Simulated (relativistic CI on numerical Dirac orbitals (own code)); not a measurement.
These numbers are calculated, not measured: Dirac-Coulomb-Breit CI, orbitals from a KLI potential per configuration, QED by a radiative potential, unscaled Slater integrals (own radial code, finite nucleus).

The strongest absorption lines from the ground level of an ion, among the configurations computed and to levels below about 611 eV (vacuum wavelength in Å, gf): 38.464 (0.11), 39.746 (0.72), 40.075 (1.2), 40.376 (1.3), 42.240 (0.09), 49.231 (0.12), 52.242 (0.36), 56.928 (0.55).

Task: Which ion is it?
A. Ce⁴⁰⁺
B. Ce⁴²⁺
C. Dy⁵⁰⁺
D. Sn³⁴⁺

Result: B. Ce⁴²⁺ has 16 electrons and the ground level 3s2.3p4 3P_2; the strongest line goes to 3s2.3p3.3d 3D°_3. The pattern of lines fixes the number of electrons, and along that sequence the line energies rise steadily with the charge (about as its square where n changes within one kind of shell, about linearly where n is kept but much faster in heavy ions where fine structure, which grows about as Z⁴, sets the gap, and irregularly where shells cross), which fixes Z. Configurations outside the model, such as inner-shell arrays, can give stronger lines. At this charge energies of transitions that change n are usually good to better than 1 %, and those within a shell (Δn = 0) to a few per cent.

LS names give the leading component of a level, which can be under half, so a name can repeat, a term be missing and a line seem to break the LS rules.
